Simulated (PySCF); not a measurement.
Compound: C7H9BO2S.
Atom-mapped SMILES: `[BH:1]1[O:2][CH2:3][CH2:4][C@H:5]([c:6]2[cH:7][cH:8][cH:9][s:10]2)[O:11]1`

NICS is the negative of the GIAO shielding at a point without a nucleus: at the ring centre (0) and 1 Å above and below it (1); zz is the component along the ring normal. Level: GIAO PBE/pcSseg-2 (PySCF, non-relativistic, gas phase) on the PBE0-D3(BJ)/def2-SVP geometry, one conformer.

Ring bond lengths (Å): B1–O2 1.355, O2–C3 1.412, C3–C4 1.515, C4–C5 1.526, C5–O11 1.413, O11–B1 1.362; C6–C7 1.369, C7–C8 1.425, C8–C9 1.368, C9–S10 1.720, S10–C6 1.728.

Question: Give the NICS values of each ring in ppm.

Answer: 
```json
{"ring": "B1–O2–C3–C4–C5–O11", "type": "6-membered ring with B and 2 O; formal bonds all single", "NICS(0)": "-0.7", "NICS(1), two faces": "-2.0 / 0.4", "NICS(1)zz, two faces": "2.0 / 2.9", "rms pucker (Å)": "0.19", "centre to ring atoms, mean (Å)": "1.40"}
{"ring": "C6–C7–C8–C9–S10", "type": "5-membered ring with S; formal bonds all aromatic", "NICS(0)": "-11.6", "NICS(1), two faces": "-9.2 / -9.3", "NICS(1)zz, two faces": "-26.0 / -25.5", "rms pucker (Å)": "0.00", "centre to ring atoms, mean (Å)": "1.29"}
```

Question: What do they say, and how far can they be read as aromaticity?

Answer: 
- B1–O2–C3–C4–C5–O11: mean NICS(1)zz 2.4 ppm, near zero. C3, C4, C5 have four or more neighbours, and the NICS criterion for π rings isn't applied.
- C6–C7–C8–C9–S10: mean NICS(1)zz -25.8 ppm, shielded, aromatic by this magnetic criterion (flat ring, no four-coordinate atom).

Question: How equal are the bonds by HOMA? Use HOMA with the parameters of Krygowski (1993).

Answer: 
- C6–C7–C8–C9–S10: HOMA 0.81; the largest term is that of C7–C8, α(R − Ropt)² = 0.36. The geometric and the magnetic index point the same way.

Question: At the first NICS(1) probe listed for ring B1–O2–C3–C4–C5–O11, 1 Å off the ring, how large is the induced field along the normal in 1 T applied along it?

Answer: NICSzz × B0 = 2.0 ppm × 1 T = 2 μT, along the applied field.

Question: What are the shieldings of the ring atoms and their hydrogens in the same run (means over atoms taken as equivalent)?

Answer: 
```
  atoms                        environment  σ isotropic (ppm)  principal values of the symmetric part, first atom (ppm)
     B1             three-coordinate boron               70.7                                          55.3, 69.7, 87.0
     O2                 boron-bound oxygen              185.2                                        55.0, 171.0, 329.6
     C3         sp3 carbon bound to oxygen              112.2                                         92.3, 95.0, 149.2
     C4                    ring CH2 carbon              135.5                                       122.0, 134.1, 150.3
     C5         sp3 carbon bound to oxygen              102.3                                         89.1, 95.0, 122.7
     C6        substituted aromatic carbon               21.6                                         -46.7, 6.5, 105.0
     C7                 aromatic CH carbon               49.8                                        -27.1, 28.7, 147.7
     C8                 aromatic CH carbon               46.4                                        -34.8, 32.2, 141.7
     C9  aromatic CH next to a ring sulfur               48.0                                        -43.3, 55.5, 131.9
    S10              thiophene-type sulfur              257.6                                       137.1, 272.8, 362.8
    O11                 boron-bound oxygen              165.5                                        39.9, 157.8, 298.8
H on B1                       B–H hydrogen              26.72                                          23.1, 26.4, 30.6
H on C3                 methylene hydrogen              27.04                                          22.4, 26.8, 31.9
H on C3                 methylene hydrogen              26.90                                          22.5, 26.5, 31.8
```

The list is cut; further classes of hydrogen are left out.

Question: How do the values depend on the level or the medium?

Answer: 
```tsv
level	NICS(0), B1–O2–C3–C4–C5–O11	mean NICS(1)zz, B1–O2–C3–C4–C5–O11	NICS(0), C6–C7–C8–C9–S10	mean NICS(1)zz, C6–C7–C8–C9–S10
PBE/pcSseg-2, gas	-0.7	2.4	-11.6	-25.8
PBE0/pcSseg-1, gas	-1.5	1.9	-12.2	-25.5
PBE0/pcSseg-1, IEF-PCM chloroform	-1.5	2.0	-12.0	-25.5
```

The geometry is the same throughout; the continuum's cavity takes Bondi-type radii × 1.2.
